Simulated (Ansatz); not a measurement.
```yaml
crystal:
  periodic: [false, false, false]
  atoms:
    - {symbol: C, position_ang: [-1.059595, 0.807629, -0.140927]}
    - {symbol: Ge, position_ang: [-0.317862, -0.754199, 0.750484]}
    - {symbol: S, position_ang: [1.920795, -0.626997, 0.773532]}
    - {symbol: S, position_ang: [2.287887, -0.623913, -1.252785]}
    - {symbol: H, position_ang: [-2.148373, 0.737917, -0.171401]}
    - {symbol: H, position_ang: [-0.774703, 1.714575, 0.392565]}
    - {symbol: H, position_ang: [-0.683366, 0.857304, -1.163118]}
    - {symbol: H, position_ang: [-0.711622, -2.054657, 0.030323]}
    - {symbol: H, position_ang: [-0.711647, -0.816340, 2.238672]}
    - {symbol: H, position_ang: [2.281688, 0.707480, -1.454346]}
basis:
  gaussian: {orbitals: aug-cc-pVDZ}
hamiltonian: {xc: {name: HSE06}}
output: {forces: true}
```

```sh
$ ansatz run in.yaml --threads 4 --pin off --events-out ev --progress --plain --max-ram 10444MiB
```

Output, abridged:

```
Functional definition: HSE06
1711 factors; integrals over basis functions are off by at most 1.3e-3 eV
215 factors; integrals over basis functions are off by at most 8.8e-7 eV
mean field evaluation 1: about -79300.8981 eV, gradient 5.2e1 eV
mean field evaluation 2: about -79295.8855 eV, gradient 6.2e1 eV
mean field evaluation 4: about -79307.5615 eV, gradient 3.3e0 eV
mean field evaluation 8: about -79307.6132 eV, gradient 2.5e-1 eV
mean field evaluation 16: about -79307.6133 eV, gradient 3.4e-5 eV
mean field -79307.61334649 eV, -2914.5010338525 hartree, gradient 3.4e-5 eV, S^2 0.000000; 0 other end points of the search recorded, 0 dependent functions left out
reference -79307.61343678 eV, -2914.5010371707 hartree; 38, 38 occupied and 129, 129 virtual orbitals, 1711 factors
Total energy: -79307.61343678 eV, -2914.5010371707 hartree
Atom 0 at    -1.059595     0.807629    -0.140927 Å, force     0.058045    -0.134765     0.089157 eV/Å
Atom 1 at    -0.317862    -0.754199     0.750484 Å, force    -0.202329    -0.019036    -0.000177 eV/Å
Atom 2 at     1.920795    -0.626997     0.773532 Å, force     0.114566     0.007823     0.599150 eV/Å
Atom 3 at     2.287887    -0.623913    -1.252785 Å, force     0.128799    -0.349615    -0.551663 eV/Å
Atom 4 at    -2.148373     0.737917    -0.171401 Å, force    -0.230442    -0.012804    -0.007724 eV/Å
Atom 5 at    -0.774703     1.714575     0.392565 Å, force     0.058188     0.201616     0.110387 eV/Å
Atom 6 at    -0.683366     0.857304    -1.163118 Å, force     0.075306     0.018721    -0.224870 eV/Å
Atom 7 at    -0.711622    -2.054657     0.030323 Å, force    -0.002315    -0.051374    -0.023590 eV/Å
Atom 8 at    -0.711647    -0.816340     2.238672 Å, force    -0.001588    -0.005116     0.060576 eV/Å
Atom 9 at     2.281688     0.707480    -1.454346 Å, force     0.001771     0.344550    -0.051245 eV/Å
Dipole moment:    -0.378286     0.270141    -0.076513 e Å
```

Run time 4.4 s (4 threads of an Intel Xeon on a shared host); peak host memory 0.6 GiB.
